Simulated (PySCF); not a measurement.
Basis and Hamiltonian dependence of the excitation energy of Cl+

Cl+ [Ne] 3s2 3p4 (3P) → Cl+ [Ne] 3s1 3p5 (3P). Calculated with PySCF 2.14 from differences of total energies of unrestricted determinants, without spin-orbit coupling. Values in eV.

```tsv
basis	Hamiltonian	functions	UHF	PBE	PBE0	MP2 (valence)	CCSD(T) (valence)	CCSD(T) (valence and next inner shell)
aug-cc-pV(D+d)Z	non-relativistic	32	14.282	12.309	12.835	12.914	11.467	n/a
ANO-RCC-VTZP	spin-free X2C	34	14.478	12.479	13.010	13.152	11.752	11.771
aug-cc-pwCVDZ	non-relativistic	36	14.281	12.299	12.828	12.916	11.475	11.532
x2c-TZVPPall	spin-free X2C	42	14.475	12.475	13.008	13.139	11.764	11.816
dyall-av2z	non-relativistic	50	14.282	12.307	12.835	13.014	11.822	n/a
aug-cc-pVTZ-DK	spin-free X2C	50	14.474	12.480	13.010	13.176	n/a	n/a
x2c-TZVPPall with one added diffuse shell each of s, p, d type	spin-free X2C	51	14.477	12.474	13.008	13.135	11.605	11.659
aug-cc-pV(T+d)Z	non-relativistic	55	14.296	12.294	12.826	12.968	11.474	n/a
x2c-QZVPPall	spin-free X2C	70	14.471	12.476	13.006	13.122	11.667	11.742
aug-cc-pV(T+d)Z with one added diffuse shell each of s, p, d, f type	non-relativistic	71	14.297	12.293	12.826	12.969	11.474	n/a
dyall-av3z	non-relativistic	84	14.287	12.284	12.817	13.007	11.700	n/a
aug-cc-pCVTZ-DK with one added diffuse shell each of s, p, d, f type	spin-free X2C	91	14.475	12.474	13.006	13.150	11.631	11.690
```

Frozen in the all-electron rows: valence: [Ne]; valence and next inner shell: 1s2.

Reference for a calculation without spin-orbit coupling: 11.573 eV (measured, between term centres; NIST).
